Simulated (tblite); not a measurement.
Record of a relaxation.

C₆H₁₅B.
SMILES with atom numbers: `[CH3:1][B:2]([CH3:3])[C:4]([CH3:5])([CH3:6])[CH3:7]` (hydrogens: H8, H9, H10 on C1; H11, H12, H13 on C3; H14, H15, H16 on C5; H17, H18, H19 on C6; H20, H21, H22 on C7)

Computed with GFN2-xTB (tblite), gas phase: L-BFGS steps from a force-field or distance-geometry start until the largest atomic force falls under 0.01 eV/Å. 3 of its 100 geometries are shown.

Step 0: E = -590.0314 eV, largest atomic force 2.505 eV/Å
```
atom  x, y, z in Å  |  force x, y, z in eV/Å
C1      1.473    1.716    0.134   -0.696   0.578   1.103
B2      0.878    0.259    0.388    1.263   0.214  -2.153
C3      1.930   -0.915    0.037   -1.083  -0.189   0.516
C4     -0.649   -0.060    0.071    1.130  -1.164   0.696
C5     -0.766   -1.576   -0.148   -0.600  -0.024  -0.278
C6     -1.096    0.567   -1.214   -0.223   0.097  -0.845
C7     -1.553    0.236    1.238   -0.882  -0.126   0.925
H8      1.869    1.789   -0.886   -0.119  -0.023   0.422
H9      0.695    2.499    0.281    0.604  -0.334  -0.285
H10     2.278    1.968    0.844   -0.133  -0.112  -0.435
H11     1.573   -1.842    0.549    1.042   0.582  -0.321
H12     1.816   -1.136   -1.056    0.484   0.356   0.981
H13     2.951   -0.627    0.297   -0.205  -0.518  -0.240
H14    -0.114   -1.897   -1.001   -0.972  -0.003   0.933
H15    -0.478   -2.035    0.803   -0.207  -0.474  -0.557
H16    -1.847   -1.746   -0.353    0.820  -0.512  -0.026
H17    -0.591    0.016   -2.042   -0.438   0.720   0.403
H18    -0.809    1.622   -1.236   -0.455  -0.232  -0.288
H19    -2.189    0.402   -1.298    0.589   0.459  -0.243
H20    -2.585   -0.069    0.954    0.375   0.599   0.303
H21    -1.509    1.302    1.554   -0.180  -0.851  -0.133
H22    -1.287   -0.453    2.085   -0.113   0.957  -0.478
```

Step 50: E = -590.9109 eV, largest atomic force 0.020 eV/Å
```
atom  x, y, z in Å  |  force x, y, z in eV/Å
C1      1.380    1.708    0.228    0.009  -0.003  -0.002
B2      0.927    0.202    0.116    0.004  -0.002   0.006
C3      2.038   -0.916    0.072   -0.004   0.000   0.002
C4     -0.628   -0.167   -0.034    0.008   0.000   0.006
C5     -0.906   -1.668   -0.192    0.004  -0.001   0.004
C6     -1.191    0.547   -1.275    0.009   0.000   0.004
C7     -1.404    0.324    1.201   -0.001  -0.003   0.004
H8      1.825    2.007   -0.722    0.005   0.002  -0.004
H9      0.585    2.418    0.443    0.006  -0.004  -0.004
H10     2.161    1.845    0.974   -0.003   0.003   0.012
H11     1.794   -1.770    0.700    0.009  -0.005  -0.003
H12     2.112   -1.306   -0.944   -0.005  -0.015   0.010
H13     3.029   -0.568    0.353   -0.010   0.010  -0.007
H14    -0.379   -2.071   -1.054   -0.007   0.002  -0.008
H15    -0.589   -2.217    0.691    0.010   0.003   0.007
H16    -1.972   -1.843   -0.332    0.002  -0.006  -0.004
H17    -0.668    0.219   -2.171   -0.007  -0.005  -0.011
H18    -1.076    1.624   -1.190   -0.019   0.007  -0.002
H19    -2.250    0.320   -1.395    0.003   0.018   0.000
H20    -2.467    0.119    1.086   -0.008  -0.001  -0.004
H21    -1.276    1.393    1.348   -0.013   0.006  -0.012
H22    -1.054   -0.184    2.097    0.008  -0.008   0.006
```

Step 99: E = -590.9161 eV, largest atomic force 0.009 eV/Å
```
atom  x, y, z in Å  |  force x, y, z in eV/Å
C1      1.383    1.708    0.242    0.001  -0.003  -0.001
B2      0.927    0.207    0.089   -0.002   0.006   0.001
C3      2.034   -0.914    0.070    0.000   0.003   0.001
C4     -0.628   -0.163   -0.058   -0.005   0.003   0.000
C5     -0.900   -1.664   -0.226   -0.001  -0.003   0.000
C6     -1.215    0.562   -1.281   -0.001   0.003  -0.003
C7     -1.386    0.310    1.195   -0.003   0.001   0.002
H8      1.974    1.997   -0.628   -0.001   0.002   0.008
H9      0.580    2.433    0.343    0.007  -0.004  -0.003
H10     2.046    1.828    1.099   -0.001  -0.001  -0.006
H11     1.877   -1.628    0.878   -0.002  -0.003   0.002
H12     1.985   -1.498   -0.848    0.000  -0.003  -0.001
H13     3.049   -0.533    0.163    0.005   0.002   0.001
H14    -0.402   -2.054   -1.110    0.004   0.006  -0.003
H15    -0.548   -2.220    0.639    0.007  -0.005   0.001
H16    -1.969   -1.847   -0.333   -0.004   0.000   0.001
H17    -0.723    0.229   -2.192   -0.005   0.001   0.000
H18    -1.084    1.638   -1.197   -0.004   0.000  -0.001
H19    -2.281    0.354   -1.371    0.005  -0.006   0.002
H20    -2.443    0.057    1.115    0.002   0.005  -0.001
H21    -1.302    1.387    1.321    0.006  -0.005   0.001
H22    -0.986   -0.169    2.086   -0.007   0.001   0.000
```

Task: Summarise the path.

Result: The energy falls by 85.35 kJ/mol from step 0 to step 99; nine tenths of that is first reached at step 14. It falls at every step. The largest force goes from 2.505 to 0.009 eV/Å. Among the bonds C4–C6 changes most, from 1.498 to 1.539 Å; the atoms move by 0.281 Å rms after alignment.

The cost below is that of the whole relaxation. Hardware: an Arm Neoverse V1 with one thread, shared host with 32 logical CPUs at a one-minute load of 24. Cost: 0.65 s wall.
